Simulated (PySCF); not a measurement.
# The third ionisation energy along the 4p block

Calculated with PySCF 2.14 from differences of total energies of unrestricted determinants, without spin-orbit coupling. Values in eV. The last column holds reference values (NIST; (s) semi-empirical, (t) theoretical, else measured). Unmarked ones compare directly (S terms, centres of terms, or small fine structure); those marked * lie between the lowest fine-structure levels and include a spin-orbit shift.

```json
{"element": "Ga (aug-cc-pVQZ-PP with one added diffuse shell each of s, p, d, f, g type with ECP10MDF, ECP)", "configurations": "[Ar] 3d10 4s1 → [Ar] 3d10", "UHF": "29.633", "LDA": "31.855", "PBE": "31.470", "PBE0": "31.102", "r2SCAN": "31.298", "MP2 (valence)": "n/a", "reference": "30.726"}
{"element": "Ge (aug-cc-pVQZ-PP with one added diffuse shell each of s, p, d, f, g type with ECP10MDF, ECP)", "configurations": "[Ar] 3d10 4s2 → [Ar] 3d10 4s1", "UHF": "32.191", "LDA": "34.758", "PBE": "34.294", "PBE0": "33.952", "r2SCAN": "34.026", "MP2 (valence)": "33.012", "reference": "34.058"}
{"element": "Se (aug-cc-pVQZ-PP with one added diffuse shell each of s, p, d, f, g type with ECP10MDF, ECP)", "configurations": "[Ar] 3d10 4s2 4p2 → [Ar] 3d10 4s2 4p1", "UHF": "30.996", "LDA": "31.641", "PBE": "31.466", "PBE0": "31.553", "r2SCAN": "31.780", "MP2 (valence)": "31.433", "reference": "31.697 ± 0.019 *"}
{"element": "Br (aug-cc-pVQZ-PP with one added diffuse shell each of s, p, d, f, g type with ECP10MDF, ECP)", "configurations": "[Ar] 3d10 4s2 4p3 → [Ar] 3d10 4s2 4p2", "UHF": "34.633", "LDA": "35.182", "PBE": "35.012", "PBE0": "35.147", "r2SCAN": "35.389", "MP2 (valence)": "35.208", "reference": "34.871 ± 0.019 *"}
{"element": "Kr (aug-cc-pVQZ-PP with one added diffuse shell each of s, p, d, f, g type with ECP10MDF, ECP)", "configurations": "[Ar] 3d10 4s2 4p4 → [Ar] 3d10 4s2 4p3", "UHF": "34.334", "LDA": "35.729", "PBE": "35.432", "PBE0": "35.474", "r2SCAN": "35.577", "MP2 (valence)": "35.177", "reference": "35.838 ± 0.02 *"}
```

Question: Fill in the row of As (aug-cc-pVQZ-PP with one added diffuse shell each of s, p, d, f, g type with ECP10MDF, ECP) ([Ar] 3d10 4s2 4p1 → [Ar] 3d10 4s2).

Answer: UHF 27.487; LDA 28.134; PBE 27.976; PBE0 28.035; r2SCAN 28.266; MP2 (valence) 27.780; reference 28.349 ± 0.012 * (eV).

"Valence" correlates the outer s and p shells and, in groups 3 to 12 and the f block, the outer d or f shell, open or full, or the next shell where the ion has no valence electron left; the wider scheme adds the next inner shell.
